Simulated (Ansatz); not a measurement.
Abridged output of a molecular run in Ansatz:

```
Functional definition: HF
1345 factors; integrals over basis functions are off by at most 9.9e-4 eV
mean field evaluation 1: about -52534.3229 eV, gradient 4.1e1 eV
mean field evaluation 2: about -52534.6320 eV, gradient 4.1e1 eV
mean field evaluation 4: about -52538.5755 eV, gradient 5.7e0 eV
mean field evaluation 8: about -52538.6802 eV, gradient 1.0e0 eV
mean field evaluation 16: about -52538.6843 eV, gradient 1.6e-6 eV
mean field -52538.68428284 eV, -1930.7610353951 hartree, gradient 1.6e-6 eV, S^2 0.000000; 0 other end points of the search recorded, 0 dependent functions left out
12 core orbitals not correlated: weight in the atoms' cores, before any rotation towards them, 1.000 or more for the frozen orbitals, at most 0.000 for the correlated occupied ones
reference -52538.68428284 eV, -1930.7610353951 hartree; 15, 15 occupied and 186, 186 virtual orbitals, 1345 factors
second order -29.25773723 eV of doubles, -0.00000000 eV of singles
cycle   1  -27.44539100 eV  change     1.8e0 eV  update   1.4e-1
cycle   2  -28.31894640 eV  change   -8.7e-1 eV  update   5.5e-2
cycle   3  -28.51198855 eV  change   -1.9e-1 eV  update   2.3e-2
cycle   4  -28.48197989 eV  change    3.0e-2 eV  update   7.6e-3
cycle   5  -28.47066857 eV  change    1.1e-2 eV  update   2.8e-3
cycle   6  -28.47420252 eV  change   -3.5e-3 eV  update   1.1e-3
cycle   7  -28.47417621 eV  change    2.6e-5 eV  update   3.9e-4
cycle   8  -28.47373970 eV  change    4.4e-4 eV  update   1.8e-4
cycle   9  -28.47384842 eV  change   -1.1e-4 eV  update   8.2e-5
cycle  10  -28.47397210 eV  change   -1.2e-4 eV  update   4.2e-5
cycle  11  -28.47388459 eV  change    8.8e-5 eV  update   2.4e-5
cycle  12  -28.47390539 eV  change   -2.1e-5 eV  update   1.4e-5
perturbative correction -1.08653253 eV, -0.0399293341 hartree
Total energy: -52568.24472076 eV, -1931.8473614520 hartree
```

Its atoms:

```xyz
8

O    -0.826   -1.818    0.663
C    -0.920   -0.624    0.497
C    -0.274    0.142   -0.577
Zn    1.530    0.662    0.025
H    -1.514   -0.013    1.216
H    -0.117   -0.475   -1.466
H    -0.824    1.054   -0.820
H     2.945    1.071    0.462
```

Problem. Which basis set was used?
A. cc-pV(Q+d)Z
B. def2-TZVPPD
C. cc-pV(D+d)Z
D. def2-TZVPP

Solution. D. It gives 213 functions.

Problem. Write the keys of the input that set method, charge and spin (a neutral closed shell needs none for the last two).

Solution. 
```yaml
correlation: {method: ccsd_t, frozen_orbitals: {C: 1, H: 0, O: 1, Zn: 9}}
```
